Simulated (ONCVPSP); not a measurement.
## Transferability test, ONCV potential for zirconium (Zr)

```json
{
 "Element": "zirconium",
 "Generator": "ONCVPSP 4.0.1",
 "Type": "optimised norm-conserving Vanderbilt (ONCV)",
 "Functional": "PBE",
 "Relativity": "scalar-relativistic",
 "Frozen core": "[Ar] 3d10",
 "Valence charge": "12",
 "Reference configuration": "4s2 4p6 4d2 5s1 (charge +1)",
 "Partial waves": "4s+5s: rc 2.25 bohr, ncon 4, nbas 7, qcut 5.4 1/bohr, 2 projectors; 4p: rc 1.35 bohr, ncon 3, nbas 7, qcut 6.2 1/bohr, 2 projectors, debl 3.8 Ha; 4d: rc 1.65 bohr, ncon 3, nbas 7, qcut 5.7 1/bohr, 3 projectors, debl 3.6 Ha",
 "Local potential": "polynomial inside 0.95 bohr (lpopt 5, dvloc0 0 Ha)",
 "Core correction": "Teter function, fcfact 5.25, rcfact 1.75"
}
```

Energies are relative to the spin-unpolarised reference configuration 4s2 4p6 4d2 5s1; without spin polarisation the order of configurations can differ from experiment.

```tsv
valence configuration	charge	ΔE all-electron (eV)	error AE − PS (meV)
4s2 4p6 4d2 5s2	0	-7.137	-0.7
4s2 4p6 4d2 5s0	+2	12.940	-6.4
```

(1) What are ΔE and the potential's error for 4s2 4p6 4d1 5s0?

(2) What are ΔE and the potential's error for 4s2 4p6 4d2 5s0 5p1?

Levels in the configuration 4s2 4p6 4d2 5s0 5p1:

```tsv
level	all-electron (eV)	pseudo (eV)
4s	-62.351	-62.385
4p	-40.297	-40.300
4d	-10.950	-10.950
5p	-6.849	-6.851
```

Note: no bound ghost flagged; GHOST(+) flagged for s at 8.0 eV.

Results:

(1) ΔE = 35.567 eV all-electron; the error (AE − PS) is -18 meV.

(2) ΔE = 3.716 eV all-electron; the error (AE − PS) is -2.1 meV.
